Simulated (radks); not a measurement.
Problem. B, configuration 1s1.5 2s2 2p1.5 (fractional occupations, a model configuration). All-electron calculation, scalar-relativistic Kohn-Sham, B86b exchange with PBE correlation, spin-polarised, spherical densities, finite nucleus; open shells are filled with parallel spins first; Fermi nuclear charge, rms radius 2.406 fm. Program: a radial shooting solver on a logarithmic mesh with Libxc functionals. Some entries of the table are withheld. Estimate them.

orbital  occ.  eigenvalue (hartree)  <1/r> (bohr^-1)
1s up       1              -7.50123              (1)
1s down   0.5              -7.17117              (2)
2s up       1              -0.42604           0.8109
2s down     1              -0.34511           0.7759
2p up     1.5              -0.19918           0.7084

Solution. 
(1) 1s up <1/r> (bohr^-1): 4.803
(2) 1s down <1/r> (bohr^-1): 4.756
